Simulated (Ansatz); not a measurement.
Harmonic frequencies (cm⁻¹) at PBE0-D4/def2-TZVP from Ansatz: 40, 150, 233, 268, 337, 413, 475, 585, 678, 722, 767, 994, 1051, 1083, 1273, 1292, 1403, 1470, 1480, 1487, 1975, 2007, 3045, 3076, 3115, 3120, 3141.

Each molecule was computed in one conformer, which needn't be the lowest.

(1) Which molecule is it?
A. `[CH3][GaH][CH2]S`
B. `CS[CH2][GaH2]`
C. `FC(F)C[SiH3]`
D. `CC[S][GaH2]`

Answers

(1) D.
